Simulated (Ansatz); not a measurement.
A nudged elastic band was laid between two geometries of BCl2H + ClH (6 atoms, charge 0, multiplicity 1).

All numbers below come from Ansatz, RKS BHLYP/def2-SVP.

```json
{
  "movable images": "5",
  "climbing image": "yes",
  "spring": "5.0 eV/Å²",
  "optimiser": "quadratic models (default)",
  "start path": "through a guess of the saddle point",
  "force threshold": "0.05 eV/Å",
  "iteration limit": "60",
  "end points": "relaxed"
}
```

First end point:

```xyz
6
Properties=species:S:1:pos:R:3
B 0.003 0.459 -0.222
H 0.018 0.671 0.947
Cl 1.503 0.385 -1.100
Cl -1.520 0.300 -1.047
Cl 0.107 -2.678 1.162
H 0.018 -2.062 2.280
```

Last end point:

```xyz
6
Properties=species:S:1:pos:R:3
B 0.027 -0.678 -0.733
H -0.009 0.272 2.455
Cl 1.509 0.203 -0.970
Cl -1.504 0.117 -0.959
Cl 0.077 -2.359 -0.278
H 0.028 -0.478 2.505
```

Which bonds break or form, and what moves?

Bonds broken: B1–H2, Cl5–H6. Bonds formed: B1–Cl5, H2–H6. BCl2H + ClH becomes BCl3 + H2.

Give the energies along the band, and the barrier.

The run converged. The highest image is number 3 of 0 to 6, 123.1 kJ/mol above the first end and 169.0 kJ/mol above the last; the last end lies 45.9 kJ/mol below the first. A vibrational analysis at the climbing image gives one clearly imaginary mode, 1073i cm⁻¹: a first-order saddle point. The orbitals stay closed-shell, which can raise the energy where a bond breaks towards radicals; this wasn't checked here.

```csv
image,path coordinate (Å),energy (kJ/mol),B1–H2 (Å),Cl5–H6 (Å),B1–Cl5 (Å)
0,0.00,0.0,1.19,1.28,3.43
1,0.70,3.2,1.19,1.28,3.25
2,1.40,28.7,1.20,1.29,2.76
3,2.10,123.1,1.29,1.54,2.10
4,2.86,11.3,1.93,2.20,1.79
5,3.62,-40.0,2.67,2.81,1.74
6,4.37,-45.9,3.33,3.36,1.74
```

What is the geometry of the highest image?


```xyz
6
Properties=species:S:1:pos:R:3:forces:R:3
B 0.014 -0.247 0.064 0.00 0.00 0.00
H 0.011 0.170 1.289 0.00 0.00 0.00
Cl 1.540 0.175 -0.712 0.00 0.00 0.00
Cl -1.537 0.103 -0.695 0.00 0.00 0.00
Cl 0.065 -2.252 0.690 0.00 0.00 0.00
H 0.036 -0.873 1.384 0.00 0.00 0.00
```

What are the harmonic wavenumbers there?

1073i, 192, 218, 315, 668, 712, 733, 961, 1112, 1397, 1703, 2280 cm⁻¹.

Time of the run: 5.9 min on 1 thread of Arm Neoverse V2 (shared host), peak memory 0.15 GiB.
